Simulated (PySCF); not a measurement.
Species: C5H14OSi2.
Z-matrix (Å and degrees, PBE0-D3(BJ)/def2-SVP geometry), rows numbered from 1:
```
C 
C   1  1.5213
C   2  1.5277  1  113.17
Si  3  1.8624  2  114.29  1   179.65
O   4  1.6607  3  109.91  2  -179.23
Si  5  1.6582  4  142.13  3  -174.83
C   4  1.8421  3  123.33  2    31.28
C   7  1.5719  4   64.72  3  -107.60
H   1  1.1018  2  111.20  3    59.83
H   1  1.1018  2  111.18  3   -59.75
H   1  1.1011  2  111.55  3  -179.94
H   2  1.1038  1  109.42  3  -122.37
H   2  1.1037  1  109.40  3   122.34
H   3  1.1047  2  110.57  1    58.13
H   3  1.1046  2  110.61  1   -58.45
H   6  1.4944  5  110.56  4    64.62
H   6  1.4950  5  110.54  4   -55.90
H   6  1.4901  5  108.13  4  -175.64
H   7  1.0970  4  120.23  8  -105.88
H   7  1.0969  4  121.26  8   106.19
H   8  1.0968  4  120.99  7  -106.21
H   8  1.0969  4  120.38  7   105.93
```

Computed with PySCF at PBE0/pcSseg-1, non-relativistic, on one gas-phase PBE0-D3(BJ)/def2-SVP geometry that isn't relaxed in the solvent. The solvent is an IEF-PCM continuum (cavity from Bondi-type radii × 1.2). Specific hydrogen bonds and non-electrostatic terms are outside this model.

| run | E − E(gas) (kcal/mol) | HOMO (eV) | HOMO–LUMO gap (eV) | dipole (D) |
| --- | --- | --- | --- | --- |
| gas | 0.00 | -6.57 | 6.91 | 0.69 |
| P | -1.47 | -6.55 | 6.93 | 0.77 |
| Q | -1.70 | -6.55 | 6.93 | 0.77 |

Q: The runs were made in chloroform and tetrahydrofuran. Which run belongs to which solvent?

A: P = chloroform, Q = tetrahydrofuran. The dielectric constants are 4.711 (chloroform), 7.426 (tetrahydrofuran), and the energy falls further as ε rises. In this model the ground state sees the solvent through ε alone.

Q: How constant is the ratio of the lowering to (ε − 1)/(2ε + 1)?

A: 
```tsv
solvent	(ε − 1)/(2ε + 1)	E − E(gas) (kcal/mol)	ratio (kcal/mol)	polarisation term (kcal/mol)
chloroform	0.356	-1.47	-4.1	-1.53
tetrahydrofuran	0.405	-1.70	-4.2	-1.79
```

The ratio changes by +1.7 % in size from chloroform to tetrahydrofuran. The polarisation term is half the interaction of the solute with the induced surface charges.
